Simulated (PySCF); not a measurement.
Species: C8H11P.
Z-matrix (Å and degrees, PBE0-D3(BJ)/def2-SVP geometry), rows numbered from 1:
```
C 
C   1  1.5283
C   2  1.5293  1  111.31
C   2  1.5196  1  112.10  3  -125.30
C   4  1.3939  2  118.98  1  -122.04
C   5  1.3963  4  124.93  2  -179.26
C   6  1.3927  5  122.81  4     0.04
C   7  1.3917  6  122.46  5    -0.02
P   8  1.7328  7  125.79  6    -0.03
H   1  1.1012  2  110.68  3   -58.11
H   1  1.1020  2  111.01  3    61.52
H   1  1.1003  2  111.27  3  -178.52
H   2  1.1045  1  107.71  3   117.85
H   3  1.1014  2  110.81  1    56.94
H   3  1.1003  2  111.25  1   177.47
H   3  1.1020  2  110.75  1   -62.79
H   5  1.0968  4  117.47  2     0.77
H   6  1.0930  5  118.38  4  -179.95
H   7  1.0947  6  118.56  5  -179.99
H   8  1.0956  7  118.09  6  -179.95
```

Level: PBE0/pcSseg-1 in PySCF, non-relativistic, on one gas-phase PBE0-D3(BJ)/def2-SVP geometry that isn't relaxed in the solvent. The solvent is an IEF-PCM continuum (Bondi radii, 1.10 Å for H, scaled by 1.2). The model holds no explicit solvent molecules, cavitation or dispersion.

Gas phase at PBE0/pcSseg-1: HOMO -6.94 eV, LUMO -1.43 eV, dipole 1.47 D.

**Question.** What does the continuum do to the energy, the frontier levels and the dipole at PBE0/pcSseg-1 in cyclohexane and chloroform?

**Answer.** 
```json
{"solvent": "cyclohexane", "ε": "2.017", "E(solvent) − E(gas) (kJ/mol)": "-4.84", "polarisation term (kJ/mol)": "-5.12", "distortion of the solute (kJ/mol)": "0.28", "HOMO (eV)": "-6.94", "LUMO (eV)": "-1.44", "dipole (D)": "1.72"}
{"solvent": "chloroform", "ε": "4.711", "E(solvent) − E(gas) (kJ/mol)": "-9.14", "polarisation term (kJ/mol)": "-10.20", "distortion of the solute (kJ/mol)": "1.06", "HOMO (eV)": "-6.97", "LUMO (eV)": "-1.47", "dipole (D)": "1.96"}
```

The polarisation term is half the interaction of the solute with the surface charges that it induces; the rest is the cost of distorting the solute's density. The sum is the electrostatic part of solvation alone. From cyclohexane to chloroform the lowering changes by a factor 1.89, Onsager's factor (ε − 1)/(2ε + 1) by 1.76 and ε itself by 2.3.

**Question.** Which radius a makes the point-dipole formula ΔE = −[(ε − 1)/(2ε + 1)]·μ²/a³ give the value in chloroform, with the gas-phase dipole?

**Answer.** μ = 0.579 au and |ΔE| = 0.00348 Eh give a = 1.72 Å; the farthest nucleus lies 4.16 Å from the centroid of the nuclei, so such a sphere wouldn't even hold the nuclei. The formula assumes a rigid point dipole at the centre of a sphere.

**Question.** Which Mulliken charges (PBE0/pcSseg-1) respond most in chloroform (means over atoms taken as equivalent)?

**Answer.** 
```
atoms                  environment  gas (e)  solvent (e)  change
   P9     phosphorus bonded to 2 C   +0.481       +0.440  -0.041
  H17            aromatic hydrogen   +0.097       +0.111  +0.014
  H18            aromatic hydrogen   +0.101       +0.114  +0.013
  H19            aromatic hydrogen   +0.106       +0.119  +0.013
  H20            aromatic hydrogen   +0.138       +0.151  +0.013
   C7           aromatic CH carbon   -0.050       -0.060  -0.010
  H13             methine hydrogen   +0.113       +0.122  +0.009
C1/C3                methyl carbon   -0.213       -0.222  -0.009
   C2         benzylic-type carbon   -0.306       -0.298  +0.008
   C5           aromatic CH carbon   +0.002       -0.005  -0.007
   C6           aromatic CH carbon   -0.124       -0.130  -0.006
   C4  substituted aromatic carbon   -0.439       -0.442  -0.003
```

Time: 43 s; peak memory 1.3 GiB. Hardware: one thread of an Arm Neoverse V1 (shared host). This is the whole shielding run at PBE0/pcSseg-1 in chloroform, SCF included.
